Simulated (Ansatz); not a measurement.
Molecular dynamics, step by step

CBrF₂ (SMILES F[C+](F)Br) (charge +1), singlet, PBE0-D4/def2-SVP (Ansatz 0.2.0). Settings (timestep in fs, temperature in K; T counts 6 degrees of freedom):

```yaml
hamiltonian: {xc: pbe0, dispersion: d4}
md: {n_steps: 80, timestep: 0.25, temperature: 1500, ensemble: nve, seed: 759, initial_velocities: maxwell_boltzmann}
```

Start (the SMILES describes the start alone):

F1  (-1.260, -0.392, -0.024)
C2  (-0.040, -0.091, 0.043)
F3  (0.685, -0.919, 0.655)
Br4  (0.615, 1.402, -0.675)
(Å)

```json
{"step": "0", "time (fs)": "0.00", "potential energy less the start (meV)": "0.0", "kinetic energy (meV)": "387.8", "T (K)": "1500"}
{"step": "5", "time (fs)": "1.25", "potential energy less the start (meV)": "47.2", "kinetic energy (meV)": "340.7", "T (K)": "1318"}
{"step": "10", "time (fs)": "2.50", "potential energy less the start (meV)": "121.1", "kinetic energy (meV)": "266.8", "T (K)": "1032"}
{"step": "15", "time (fs)": "3.75", "potential energy less the start (meV)": "195.3", "kinetic energy (meV)": "192.7", "T (K)": "745"}
{"step": "20", "time (fs)": "5.00", "potential energy less the start (meV)": "246.2", "kinetic energy (meV)": "141.8", "T (K)": "549"}
{"step": "25", "time (fs)": "6.25", "potential energy less the start (meV)": "260.6", "kinetic energy (meV)": "127.4", "T (K)": "493"}
{"step": "30", "time (fs)": "7.50", "potential energy less the start (meV)": "238.7", "kinetic energy (meV)": "149.3", "T (K)": "578"}
{"step": "35", "time (fs)": "8.75", "potential energy less the start (meV)": "193.5", "kinetic energy (meV)": "194.4", "T (K)": "752"}
{"step": "40", "time (fs)": "10.00", "potential energy less the start (meV)": "146.4", "kinetic energy (meV)": "241.4", "T (K)": "934"}
{"step": "45", "time (fs)": "11.25", "potential energy less the start (meV)": "120.0", "kinetic energy (meV)": "267.8", "T (K)": "1036"}
{"step": "50", "time (fs)": "12.50", "potential energy less the start (meV)": "129.5", "kinetic energy (meV)": "258.3", "T (K)": "999"}
{"step": "55", "time (fs)": "13.75", "potential energy less the start (meV)": "176.6", "kinetic energy (meV)": "211.2", "T (K)": "817"}
{"step": "60", "time (fs)": "15.00", "potential energy less the start (meV)": "246.6", "kinetic energy (meV)": "141.4", "T (K)": "547"}
{"step": "65", "time (fs)": "16.25", "potential energy less the start (meV)": "312.4", "kinetic energy (meV)": "75.5", "T (K)": "292"}
{"step": "70", "time (fs)": "17.50", "potential energy less the start (meV)": "345.8", "kinetic energy (meV)": "42.2", "T (K)": "163"}
{"step": "75", "time (fs)": "18.75", "potential energy less the start (meV)": "330.3", "kinetic energy (meV)": "57.7", "T (K)": "223"}
{"step": "80", "time (fs)": "20.00", "potential energy less the start (meV)": "271.5", "kinetic energy (meV)": "116.5", "T (K)": "450"}
```

Step 35, positions (Å) and forces (eV/Å):

```csv
atom,x,y,z,Fx,Fy,Fz
F1,-1.296,-0.350,-0.055,2.694,0.028,0.529
C2,-0.039,-0.065,0.032,-0.708,-2.496,1.229
F3,0.750,-0.894,0.653,-2.375,1.438,-1.260
Br4,0.608,1.382,-0.665,0.389,1.030,-0.498
```

Step 55, positions (Å) and forces (eV/Å):

| atom | x | y | z | Fx | Fy | Fz |
| --- | --- | --- | --- | --- | --- | --- |
| F1 | -1.272 | -0.324 | -0.066 | -0.150 | -1.351 | 0.752 |
| C2 | -0.058 | -0.118 | 0.058 | 0.976 | 2.415 | -1.222 |
| F3 | 0.750 | -0.855 | 0.631 | -0.869 | -1.382 | 0.628 |
| Br4 | 0.605 | 1.375 | -0.661 | 0.043 | 0.319 | -0.158 |

Step 60, positions (Å) and forces (eV/Å):

| atom | x | y | z | Fx | Fy | Fz |
| --- | --- | --- | --- | --- | --- | --- |
| F1 | -1.265 | -0.319 | -0.067 | -0.974 | -1.633 | 0.748 |
| C2 | -0.062 | -0.128 | 0.063 | 1.240 | 3.517 | -1.790 |
| F3 | 0.747 | -0.847 | 0.625 | -0.278 | -2.149 | 1.175 |
| Br4 | 0.604 | 1.373 | -0.660 | 0.012 | 0.265 | -0.133 |

Last step (80):

F1  (-1.248, -0.315, -0.066)
C2  (-0.057, -0.116, 0.057)
F3  (0.737, -0.833, 0.616)
Br4  (0.602, 1.367, -0.657)
(Å)

Hardware: 1 CPU thread of an Intel Xeon, shared host. Wall time about 2.7 min.
